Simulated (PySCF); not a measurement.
Breaking a bond: BeF2, SMILES [F][Be][F]. The Be1–F3 bond (Be1 also carries F; F3 carries nothing else) is varied alone, starting from the PBE0/def2-TZVP optimised geometry.

- RKS-BHandHLYP = restricted BHandHLYP/cc-pVDZ in PySCF 2.14.0
- UKS-TPSSh = PySCF with unrestricted TPSSh/cc-pVDZ
- RKS-TPSSh = restricted TPSSh/cc-pVDZ run with PySCF

Magnitude of the dipole moment (D; its direction can reverse along the curve, and a method can change to another solution) and Mulliken charge of the fragment that holds Be1:

```json
[
 {"R / Å": "1.05", "μ RKS-BHandHLYP": "1.15", "q RKS-BHandHLYP": "0.14", "μ UKS-TPSSh": "1.06", "q UKS-TPSSh": "0.09", "μ RKS-TPSSh": "1.06", "q RKS-TPSSh": "0.09"},
 {"R / Å": "1.10", "μ RKS-BHandHLYP": "0.98", "q RKS-BHandHLYP": "0.17", "μ UKS-TPSSh": "0.89", "q UKS-TPSSh": "0.13", "μ RKS-TPSSh": "0.89", "q RKS-TPSSh": "0.13"},
 {"R / Å": "1.16", "μ RKS-BHandHLYP": "0.76", "q RKS-BHandHLYP": "0.21", "μ UKS-TPSSh": "0.70", "q UKS-TPSSh": "0.16", "μ RKS-TPSSh": "0.70", "q RKS-TPSSh": "0.16"},
 {"R / Å": "1.25", "μ RKS-BHandHLYP": "0.45", "q RKS-BHandHLYP": "0.25", "μ UKS-TPSSh": "0.41", "q UKS-TPSSh": "0.20", "μ RKS-TPSSh": "0.41", "q RKS-TPSSh": "0.20"},
 {"R / Å": "1.31", "μ RKS-BHandHLYP": "0.24", "q RKS-BHandHLYP": "0.28", "μ UKS-TPSSh": "0.22", "q UKS-TPSSh": "0.22", "μ RKS-TPSSh": "0.22", "q RKS-TPSSh": "0.22"},
 {"R / Å": "1.35", "μ RKS-BHandHLYP": "0.10", "q RKS-BHandHLYP": "0.29", "μ UKS-TPSSh": "0.09", "q UKS-TPSSh": "0.24", "μ RKS-TPSSh": "0.09", "q RKS-TPSSh": "0.24"},
 {"R / Å": "1.38", "μ RKS-BHandHLYP": "0.01", "q RKS-BHandHLYP": "0.30", "μ UKS-TPSSh": "0.01", "q UKS-TPSSh": "0.25", "μ RKS-TPSSh": "0.01", "q RKS-TPSSh": "0.25"},
 {"R / Å": "1.42", "μ RKS-BHandHLYP": "0.15", "q RKS-BHandHLYP": "0.32", "μ UKS-TPSSh": "0.13", "q UKS-TPSSh": "0.26", "μ RKS-TPSSh": "0.13", "q RKS-TPSSh": "0.26"},
 {"R / Å": "1.45", "μ RKS-BHandHLYP": "0.25", "q RKS-BHandHLYP": "0.33", "μ UKS-TPSSh": "0.23", "q UKS-TPSSh": "0.27", "μ RKS-TPSSh": "0.23", "q RKS-TPSSh": "0.27"},
 {"R / Å": "1.51", "μ RKS-BHandHLYP": "0.46", "q RKS-BHandHLYP": "0.35", "μ UKS-TPSSh": "0.42", "q UKS-TPSSh": "0.29", "μ RKS-TPSSh": "0.42", "q RKS-TPSSh": "0.29"},
 {"R / Å": "1.61", "μ RKS-BHandHLYP": "0.82", "q RKS-BHandHLYP": "0.38", "μ UKS-TPSSh": "0.74", "q UKS-TPSSh": "0.32", "μ RKS-TPSSh": "0.74", "q RKS-TPSSh": "0.32"},
 {"R / Å": "1.71", "μ RKS-BHandHLYP": "1.17", "q RKS-BHandHLYP": "0.41", "μ UKS-TPSSh": "1.06", "q UKS-TPSSh": "0.35", "μ RKS-TPSSh": "1.06", "q RKS-TPSSh": "0.35"},
 {"R / Å": "1.86", "μ RKS-BHandHLYP": "1.70", "q RKS-BHandHLYP": "0.44", "μ UKS-TPSSh": "1.53", "q UKS-TPSSh": "0.38", "μ RKS-TPSSh": "1.53", "q RKS-TPSSh": "0.38"},
 {"R / Å": "2.05", "μ RKS-BHandHLYP": "2.35", "q RKS-BHandHLYP": "0.47", "μ UKS-TPSSh": "2.10", "q UKS-TPSSh": "0.41", "μ RKS-TPSSh": "2.10", "q RKS-TPSSh": "0.41"},
 {"R / Å": "2.26", "μ RKS-BHandHLYP": "3.03", "q RKS-BHandHLYP": "0.49", "μ UKS-TPSSh": "2.68", "q UKS-TPSSh": "0.42", "μ RKS-TPSSh": "2.68", "q RKS-TPSSh": "0.42"},
 {"R / Å": "2.49", "μ RKS-BHandHLYP": "3.71", "q RKS-BHandHLYP": "0.49", "μ UKS-TPSSh": "3.23", "q UKS-TPSSh": "0.42", "μ RKS-TPSSh": "3.23", "q RKS-TPSSh": "0.42"},
 {"R / Å": "2.75", "μ RKS-BHandHLYP": "4.38", "q RKS-BHandHLYP": "0.48", "μ UKS-TPSSh": "2.95", "q UKS-TPSSh": "0.34", "μ RKS-TPSSh": "3.76", "q RKS-TPSSh": "0.41"},
 {"R / Å": "3.02", "μ RKS-BHandHLYP": "4.98", "q RKS-BHandHLYP": "0.47", "μ UKS-TPSSh": "2.71", "q UKS-TPSSh": "0.29", "μ RKS-TPSSh": "4.20", "q RKS-TPSSh": "0.39"},
 {"R / Å": "3.39", "μ RKS-BHandHLYP": "5.66", "q RKS-BHandHLYP": "0.46", "μ UKS-TPSSh": "2.38", "q UKS-TPSSh": "0.23", "μ RKS-TPSSh": "4.67", "q RKS-TPSSh": "0.37"},
 {"R / Å": "3.74", "μ RKS-BHandHLYP": "6.20", "q RKS-BHandHLYP": "0.44", "μ UKS-TPSSh": "2.09", "q UKS-TPSSh": "0.19", "μ RKS-TPSSh": "5.04", "q RKS-TPSSh": "0.36"},
 {"R / Å": "4.12", "μ RKS-BHandHLYP": "6.73", "q RKS-BHandHLYP": "0.44", "μ UKS-TPSSh": "1.86", "q UKS-TPSSh": "0.16", "μ RKS-TPSSh": "5.41", "q RKS-TPSSh": "0.35"},
 {"R / Å": "4.78", "μ RKS-BHandHLYP": "7.62", "q RKS-BHandHLYP": "0.42", "μ UKS-TPSSh": "1.66", "q UKS-TPSSh": "0.13", "μ RKS-TPSSh": "6.06", "q RKS-TPSSh": "0.34"}
]
```

At the longest distance RKS-BHandHLYP, UKS-TPSSh, RKS-TPSSh leaves fractional charges on the fragments, a sign of delocalisation error or of the restricted form. The restricted form behind RKS-BHandHLYP, RKS-TPSSh keeps the bonding electrons paired and can't separate into open-shell fragments. The unrestricted determinant behind UKS-TPSSh is spin-contaminated at 2.75 to 4.78 Å (<S²> up to 0.9, against 0.00 for a pure singlet).
